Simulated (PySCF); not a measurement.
**Basis and Hamiltonian dependence of the excitation energy of Ru⁺**

Ru⁺ [Kr] 4d7 (4F) → Ru⁺ [Kr] 4d6 5s1 (6D). Calculated with PySCF 2.14 from differences of total energies of unrestricted determinants, without spin-orbit coupling. Values in eV.

```json
{"basis": "aug-cc-pVDZ-PP with ECP28MDF", "Hamiltonian": "ECP", "functions": "54", "UHF": "0.399", "r2SCAN": "0.624", "PBE0": "0.980", "MP2 (valence)": "0.943", "CCSD(T) (valence)": "0.935", "CCSD(T) (valence and next inner shell)": "n/a"}
{"basis": "def2-TZVPPD with the def2 core potential (28 electrons)", "Hamiltonian": "ECP", "functions": "56", "UHF": "0.364", "r2SCAN": "0.561", "PBE0": "0.916", "MP2 (valence)": "1.009", "CCSD(T) (valence)": "1.002", "CCSD(T) (valence and next inner shell)": "0.770"}
{"basis": "ANO-RCC-VTZP", "Hamiltonian": "spin-free X2C", "functions": "68", "UHF": "0.392", "r2SCAN": "0.916", "PBE0": "1.082", "MP2 (valence)": "1.086", "CCSD(T) (valence)": "1.065", "CCSD(T) (valence and next inner shell)": "0.895"}
{"basis": "aug-cc-pwCVDZ-PP with ECP28MDF", "Hamiltonian": "ECP", "functions": "70", "UHF": "0.338", "r2SCAN": "0.537", "PBE0": "0.901", "MP2 (valence)": "0.931", "CCSD(T) (valence)": "0.913", "CCSD(T) (valence and next inner shell)": "0.616"}
{"basis": "x2c-TZVPPall", "Hamiltonian": "spin-free X2C", "functions": "79", "UHF": "0.364", "r2SCAN": "0.879", "PBE0": "1.045", "MP2 (valence)": "1.062", "CCSD(T) (valence)": "1.044", "CCSD(T) (valence and next inner shell)": "0.865"}
{"basis": "def2-QZVPPD with the def2 core potential (28 electrons)", "Hamiltonian": "ECP", "functions": "88", "UHF": "0.374", "r2SCAN": "0.567", "PBE0": "0.912", "MP2 (valence)": "1.060", "CCSD(T) (valence)": "1.041", "CCSD(T) (valence and next inner shell)": "n/a"}
{"basis": "aug-cc-pVTZ-PP with ECP28MDF", "Hamiltonian": "ECP", "functions": "88", "UHF": "0.335", "r2SCAN": "0.532", "PBE0": "0.880", "MP2 (valence)": "1.008", "CCSD(T) (valence)": "0.985", "CCSD(T) (valence and next inner shell)": "n/a"}
{"basis": "x2c-TZVPPall with one added diffuse shell each of s, p, d, f type", "Hamiltonian": "spin-free X2C", "functions": "95", "UHF": "0.365", "r2SCAN": "0.877", "PBE0": "1.043", "MP2 (valence)": "1.065", "CCSD(T) (valence)": "1.042", "CCSD(T) (valence and next inner shell)": "n/a"}
{"basis": "aug-cc-pVTZ-DK", "Hamiltonian": "spin-free X2C", "functions": "102", "UHF": "0.361", "r2SCAN": "0.848", "PBE0": "1.019", "MP2 (valence)": "1.052", "CCSD(T) (valence)": "1.025", "CCSD(T) (valence and next inner shell)": "n/a"}
{"basis": "aug-cc-pVTZ-PP with one added diffuse shell each of s, p, d, f, g type with ECP28MDF", "Hamiltonian": "ECP", "functions": "113", "UHF": "0.334", "r2SCAN": "0.533", "PBE0": "0.879", "MP2 (valence)": "1.008", "CCSD(T) (valence)": "n/a", "CCSD(T) (valence and next inner shell)": "n/a"}
{"basis": "x2c-QZVPPall", "Hamiltonian": "spin-free X2C", "functions": "118", "UHF": "0.360", "r2SCAN": "0.840", "PBE0": "1.021", "MP2 (valence)": "1.074", "CCSD(T) (valence)": "n/a", "CCSD(T) (valence and next inner shell)": "n/a"}
{"basis": "aug-cc-pwCVTZ-PP with ECP28MDF", "Hamiltonian": "ECP", "functions": "122", "UHF": "0.333", "r2SCAN": "0.528", "PBE0": "0.877", "MP2 (valence)": "1.048", "CCSD(T) (valence)": "n/a", "CCSD(T) (valence and next inner shell)": "n/a"}
```

Frozen in the all-electron rows: valence and next inner shell: [Ar] 3d10; valence: [Kr]; with a core potential, the same shells as far as they lie outside it.

Reference for a calculation without spin-orbit coupling: 1.090 eV (measured, between term centres; NIST).
